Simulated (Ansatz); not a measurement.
The cluster Ag₂Te₄, relaxed as a singlet with RKS PBE0-D4/def2-SVP in Ansatz, starting from the GFN2-xTB geometry. Force threshold 0.02 eV/Å.

In the def2 sets Ag, Te take a core potential; there is no spin–orbit coupling. The structure comes from a short search, and lower isomers may exist.

Start:

```xyz
6

Ag    0.583    1.780    0.914
Ag    1.607    0.576   -1.527
Te   -1.022    1.515    2.730
Te    0.910   -1.638   -2.700
Te   -1.428   -0.552    1.319
Te   -0.650   -1.681   -0.736
```

```
         step  energy (eV)  largest force component (eV/Å)  SCF passes
            1  -37172.9424                           3.311          47
            2  -37174.3683                           0.586          39
            3  -37174.6369                           0.521          37
            4  -37175.0769                           0.736          59
            5  -37175.5602                           0.563          35
            6  -37175.9458                           0.505          32
            7  -37176.1741                           0.541          26
            8  -37176.3505                           0.410          25
            9  -37176.4492                           0.268          26
           10  -37176.5540                           0.200          26
           11  -37176.6795                           0.261          26
           12  -37176.8240                           0.268          26
           13  -37176.9194                           0.233          26
           14  -37176.9915                           0.207          27
           15  -37177.0951                           0.332          25
           16  -37177.2365                           0.406          26
           17  -37177.3652                           0.242          25
18 (rejected)  -37177.3360                           0.745          25
           19  -37177.3940                           0.073          25
           20  -37177.3946                           0.094          26
           21  -37177.3964                           0.010          26
```

Force components are those of the run's own axes.

End:

```xyz
6

Ag   -0.366    1.758   -0.538
Ag    1.855    0.063    0.056
Te    0.280    1.138    2.102
Te    0.467   -0.188   -2.357
Te   -1.733   -0.639    1.338
Te   -0.503   -2.132   -0.600
```

Bonds formed: Ag1–Te4, Ag2–Te3 (atoms count from 1).

No frequencies were taken in this run, so the end may be a saddle point.

Run time 2.7 min (4 threads of Arm Neoverse V2 on a shared host), peak host memory 0.68 GiB.
